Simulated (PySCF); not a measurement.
Positional isomers: butadiene chloro+silyl. Isolated molecules, 0 K electronic values unless said otherwise. One relaxed conformer stands for each flexible species; it need not be the lowest. Strings in code marks are SMILES.

Calculation: TPSSh-D3(BJ)/def2-TZVP // CAM-B3LYP-D3(BJ)/def2-TZVP run with PySCF. All candidates: neutral, multiplicity 1. Excitations are Tamm–Dancoff values on a coarser integration grid. The basis has no diffuse functions, so Rydberg states are missing or too high.

- brightest of the four lowest singlets (TDA): 5.15 eV
- LUMO: -1.47 eV
- HOMO–LUMO gap: 4.97 eV

### Question
Name which member has these values.
(A) `C=C([SiH3])/C=C\Cl` (Si–C–C–C torsion 129°)
(B) `[SiH3]/C=C/C=C\Cl` (C–C–C–C torsion 180°)
(C) `C=C/C=C(/[SiH3])Cl` (C–C–C–C torsion 180°)
(D) `[SiH3]/C=C/C=C/Cl` (C–C–C–C torsion 180°)

### Answer
A, `C=C([SiH3])/C=C\Cl` (Si–C–C–C torsion 129°). The others give `[SiH3]/C=C/C=C/Cl` (C–C–C–C torsion 180°): 5.52 eV, -1.84 eV, 4.49 eV; `C=C/C=C(/[SiH3])Cl` (C–C–C–C torsion 180°): 5.39 eV, -1.87 eV, 4.48 eV; `[SiH3]/C=C/C=C\Cl` (C–C–C–C torsion 180°): 5.36 eV, -1.89 eV, 4.46 eV
